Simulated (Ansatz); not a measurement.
# Predicting a hybrid from its neighbours: C2H6BFO

The species is C2H6BFO (11 atoms), meant as a singlet with charge 0. SMILES: `COB(C)F`. The shape is that of a PBE0-D4/def2-TZVP optimisation. This is one conformer, not always the lowest.

The HOMO–LUMO gap y, in eV, basis def2-SVP; a is the functional's share of exact exchange. Programs: Ansatz 0.2.0.

| functional | program | a | y (eV) |
| --- | --- | --- | --- |
| PBE | Ansatz | 0 | 7.45 |
| r2SCAN | Ansatz | 0 | 8.24 |
| B3LYP | Ansatz | 0.2 | ? |
| PBE0 | Ansatz | 0.25 | 10.12 |
| r2SCAN0 | Ansatz | 0.25 | 10.64 |
| BHLYP | Ansatz | 0.5 | 12.72 |

Question: Fit y = c + s·a to the known rows and predict B3LYP.

Answer: 
1. Means of the 5 rows: a = 0.2000, y = 9.834.
2. Σ(Δa)² = 0.175, Σ(Δa·Δy) = 1.716, so the slope is 1.716/0.175 = 9.8057.
3. Intercept: 9.834 − (9.8057) × 0.2000 = 7.873. The largest residual of the fit is 0.42.
4. B3LYP: 7.873 + (9.8057) × 0.2 = 9.83 eV.

The run gave 9.59 eV, so the prediction is off by +0.24 eV, within the scatter of the fit. Exact exchange lowers occupied levels and raises empty ones. The rows mix families of semi-local functionals, which the line can't see.
